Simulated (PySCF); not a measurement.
**Calculated NMR parameters of CO[C@]1(C(=O)Cl)C[C@H](F)C1**

```yaml
Formula: C6H8ClFO2
SMILES: CO[C@]1(C(=O)Cl)C[C@H](F)C1
InChI: InChI=1S/C6H8ClFO2/c1-10-6(5(7)9)2-4(8)3-6/h4H,2-3H2,1H3/t4-,6+
Point_group_of_the_computed_structure: C1
Degrees_of_unsaturation: 2
Carbon_signals: 5
Proton_signals: 4
```

Bonds (- single, = double, # triple, : aromatic): C1-O2, O2-C3, C3-C4, C4=O5, C4-Cl6, C3-C7, C7-C8, C8-F9, C8-C10, C10-C3. C1 carries H11, H12, H13; C7 carries H14, H15; C8 carries H16; C10 carries H17, H18. Stereochemistry as in CO[C@]1(C(=O)Cl)C[C@H](F)C1. H14, H18 are cis to F9 on the ring; H15, H17 are trans to F9 on the ring.

[PySCF: σ from GIAO-PBE0/pcSseg-1; GFN2-xTB structure; gas phase; single conformer; non-relativistic; averaged over atoms made equivalent by symmetry, fast rotation or ring inversion]

Chemical shifts δ = σref − σ; TMS for 1H and 13C; 19F vs CFCl3; 17O vs H2O, all at this level.

| carbon | δC, type | δH (multiplicity) | HMBC from (2–3 bonds) | span of the C tensor (ppm) |
| --- | --- | --- | --- | --- |
| C1 | 54.5, CH3 | 3.37 (s) | – | 81 |
| C3 | 79.3, C | – | H16, H11/H12/H13, H15/H17, H14/H18 | 54 |
| C4 | 192.5, C | – | H15/H17, H14/H18 | 159 |
| C7/C10 | 42.9, CH2 | H14 2.61 (m); H15 2.93 (m) | H16, H15/H17, H14/H18 | 40 |
| C8 | 81.0, CH | 4.88 (m) | H15/H17, H14/H18 | 103 |

Other nuclei:
```csv
atoms,nucleus,environment,δ (ppm),σ (ppm)
F9,19F,fluorine on an sp3 carbon,-191.4,362.3
O5,17O,carbonyl oxygen,594.8,-258.7
O2,17O,ether oxygen,67.6,268.4
```

Carbon types of the structure: 2 × C, 1 × CH, 2 × CH2, 1 × CH3, which accounts for all hydrogens. δC 192.5: carbonyl carbon. δC 81.0: sp3 CH bonded to F; deshielded by the electronegative neighbour. δC 79.3: fully substituted sp3 carbon bonded to O, α to a carbonyl; pulled downfield by the heteroatom. δC 54.5: methyl carbon bonded to O; the inductive effect lowers its shielding. δH 3.37: hydrogen on a methyl carbon bonded to O; its carbon carries O, hence the downfield position.

Carbons that carry Cl, above all several Cl atoms, come out too deshielded, partly because spin–orbit coupling is missing. Splittings by 19F in the carbon and heteronuclear signals aren't shown, as no couplings were computed. Shifts are as computed. Against solution values, carbons near 30 ppm lie about +3 ppm off and those near 130 ppm about +5 ppm; carbons on Cl a further +6 ppm. Of 1211 compounds with measured shifts, 218 miss one by over three times the rms of a fit or turn the order of signals round; such compounds aren't used in these exercises. Unscaled 19F shifts against computed CFCl3 carry errors that often reach 10 to 50 ppm. Unscaled 17O shifts of doubly bonded oxygen tend to come out too high, by tens of ppm or more. Experimental scales use liquid or dissolved standards, which lie at an offset from isolated H2O (liquid H2O: subtract about 36 ppm). No couplings were computed; multiplicities are counted from neighbouring protons, with m where these are inequivalent, close in shift, in a saturated or five-membered ring or joined by F or P, and br s for small geminal =CH2 splittings.
